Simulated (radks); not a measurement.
The numbers below are computed, except where a source is named.
Spherical quantum dot in the effective-mass picture: electrons in a parabolic well V = omega^2 r^2 / 2 with omega = 0.144, all in effective atomic units (hartree* = m*/eps^2 hartree, bohr* = eps/m* bohr), one dielectric constant everywhere. Level of theory: non-relativistic Kohn-Sham, LDA (Slater exchange, Perdew-Wang correlation), spin-polarised, spherical densities (a radial shooting solver with Libxc functionals). Levels are named by radial order and angular momentum (1s, 1p, 1d, 2s, ...), and open shells are averaged over m. Results are scaled to m* = 0.11 and eps = 8, for which hartree* = 46.77 meV and bohr* = 3.849 nm.

N = 20, configuration 1s2 1p6 1d10 2s2. This is the lowest configuration that the search found. Occupied and some empty levels:

level  occupation  eigenvalue (meV)  <r> (nm)
1s              2            134.09     24.88
1p              6            135.52     28.23
1d             10            137.51     30.58
2s              2            139.09     23.30
1f              0            139.94     32.46
2p              0            142.04     26.79
1g              0            142.75     34.07

Energy (meV): total 1646.10, kinetic 76.416, external 578.88, Hartree 1130.2, exchange-correlation -139.42.

Electron density:

r (nm)  n(r) (e/nm^3)
1.19        0.0001289
5.67        0.0001172
10.2       0.00009809
14.6       0.00008545
19.1       0.00008763
23.6       0.00009807
28.1       0.00009793
32.6       0.00007424
37.1       0.00003822
41.5       0.00001245
46.0        2.449e-06
50.5        2.974e-07
55.0        2.181e-08
59.5        1.019e-09
